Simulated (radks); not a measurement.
The numbers below are computed, except where a source is named.
The table gives one normalised radial function P(r) = r R(r) of Co18+ in [He] 2s2 2p5 (r in bohr). Level of theory: non-relativistic Kohn-Sham, LB94 model potential, spin-polarised, spherical densities, point nucleus; open shells are filled with parallel spins first (a radial shooting solver on a logarithmic mesh with Libxc functionals).

| r | P |
|---|---|
| 0.005434 | 1.2954 |
| 0.007247 | 1.6453 |
| 0.009744 | 2.0681 |
| 0.013 | 2.5273 |
| 0.01747 | 3.0127 |
| 0.0233 | 3.4362 |
| 0.03133 | 3.7267 |
| 0.04179 | 3.7602 |
| 0.05618 | 3.4474 |
| 0.07494 | 2.7976 |
| 0.1007 | 1.9040 |
| 0.1344 | 1.0520 |
| 0.1792 | 0.4371 |
| 0.241 | 0.1196 |
| 0.3214 | 0.0204 |
| 0.4321 | 0.0016 |
| 0.5763 | 0.0001 |
| 0.7748 | 0.0000 |

Which n and l does it have? It may be an empty orbital.

Answer. n = 1, l = 0: the number of nodes gives n - l - 1 = 0, the rise at small r (about r^(l+1)) gives l, and the extent must fit the shell. The curve is that of 1s up; the table hardly tells the two spins apart. 1s up: eigenvalue -8349.5 eV, 0 radial nodes, <r> = 0.0567 bohr, 90 % of the charge inside 0.101 bohr.
